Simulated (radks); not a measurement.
Problem. The table gives one normalised radial function P(r) = r R(r) of O+ in [He] 2s2 2p3 (r in bohr). Method: non-relativistic Kohn-Sham, r2SCAN, spin-polarised, spherical densities, point nucleus; open shells are filled with parallel spins first; meta-GGA in the generalised Kohn-Sham scheme; computed with a radial shooting solver on a logarithmic mesh with Libxc functionals.

| r | P |
|---|---|
| 0.006275 | 0.0598 |
| 0.007726 | 0.0727 |
| 0.009513 | 0.0883 |
| 0.01171 | 0.1067 |
| 0.01442 | 0.1286 |
| 0.01775 | 0.1540 |
| 0.02186 | 0.1833 |
| 0.02691 | 0.2164 |
| 0.0334 | 0.2544 |
| 0.04113 | 0.2934 |
| 0.05063 | 0.3329 |
| 0.06234 | 0.3698 |
| 0.07676 | 0.3997 |
| 0.0945 | 0.4165 |
| 0.1164 | 0.4126 |
| 0.1433 | 0.3791 |
| 0.1764 | 0.3072 |
| 0.2172 | 0.1903 |
| 0.2674 | 0.0270 |
| 0.3292 | -0.1754 |
| 0.4053 | -0.4063 |
| 0.499 | -0.6366 |
| 0.6144 | -0.8281 |
| 0.7564 | -0.9456 |
| 0.9388 | -0.9649 |
| 1.156 | -0.8801 |
| 1.423 | -0.7167 |
| 1.752 | -0.5152 |
| 2.157 | -0.3210 |
| 2.656 | -0.1690 |
| 3.27 | -0.0726 |
| 4.026 | -0.0245 |

Which n and l does it have? It may be an empty orbital.

Solution. n = 2, l = 0: the number of nodes gives n - l - 1 = 1, the rise at small r (about r^(l+1)) gives l, and the extent must fit the shell. The curve is that of 2s down; the table hardly tells the two spins apart. 2s down: eigenvalue -35.684 eV, 1 radial node at r = 0.275 bohr, <r> = 1.12 bohr, 90 % of the charge inside 1.79 bohr.
